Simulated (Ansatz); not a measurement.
Pb3Se2, 5 atoms. Hardware: 4 threads of Arm Neoverse V1 on a shared host.

In the def2 sets Pb takes a core potential; there is no spin–orbit coupling. Correlated methods freeze 30 core orbitals; core or outer-core shells of Pb, Se are correlated, in sets that lack core-valence functions.

(1) How many basis functions does each of these Ansatz runs have, and roughly what does it cost? r2SCAN-D4/def2-TZVP, charge 0 singlet, energy, from earlier orbitals; r2SCAN-D4/def2-SVP, charge 0 singlet, relaxation, 7 steps; B2PLYP/def2-TZVP, charge 0 singlet, energy, from earlier orbitals; CCSD(T)/def2-SVP, charge 0 singlet, energy, from earlier orbitals; PBE-D4/def2-TZVP, charge 0 singlet, energy and forces, from earlier orbitals; PBE0-D4/def2-SVP, charge 0 singlet, energy, from earlier orbitals; PBE-QIDH/def2-TZVP, charge 0 singlet, energy, from earlier orbitals; HF/def2-TZVP, charge 0 singlet, energy, from earlier orbitals; PBE-D4/def2-SVP, charge 0 singlet, energy, from earlier orbitals; MP2/def2-TZVP, charge 0 singlet, energy, from earlier orbitals; PBE0-D4/def2-TZVP, charge 0 singlet, energy, from earlier orbitals.

## Answers

(1) Other jobs shared the machine, so times can vary by a factor of up to 3. A dash marks memory too small to be measured apart from the calling script's.

| run | functions | fitting or Cholesky vectors | wall time | peak host memory (GiB) |
| --- | --- | --- | --- | --- |
| PBE-D4/def2-SVP, charge 0 singlet, energy, from earlier orbitals | 142 | 1580 | 1.9 s | – |
| PBE0-D4/def2-SVP, charge 0 singlet, energy, from earlier orbitals | 142 | 1655 | 3.9 s | – |
| PBE-D4/def2-TZVP, charge 0 singlet, energy and forces, from earlier orbitals | 246 | 1920 | 5.5 s | – |
| r2SCAN-D4/def2-TZVP, charge 0 singlet, energy, from earlier orbitals | 246 | 1920 | 9.5 s | – |
| HF/def2-TZVP, charge 0 singlet, energy, from earlier orbitals | 246 | 2694 | 11 s | 1.5 |
| PBE0-D4/def2-TZVP, charge 0 singlet, energy, from earlier orbitals | 246 | 2114 | 13 s | 1.4 |
| MP2/def2-TZVP, charge 0 singlet, energy, from earlier orbitals | 246 | 2121 | 15 s | 1.2 |
| B2PLYP/def2-TZVP, charge 0 singlet, energy, from earlier orbitals | 246 | 2121 | 16 s | 1.1 |
| PBE-QIDH/def2-TZVP, charge 0 singlet, energy, from earlier orbitals | 246 | 2121 | 17 s | 1.1 |
| r2SCAN-D4/def2-SVP, charge 0 singlet, relaxation, 7 steps | 142 | 1580 | 23 s | – |
| CCSD(T)/def2-SVP, charge 0 singlet, energy, from earlier orbitals | 142 | 1655 | 66 s | 1.2 |
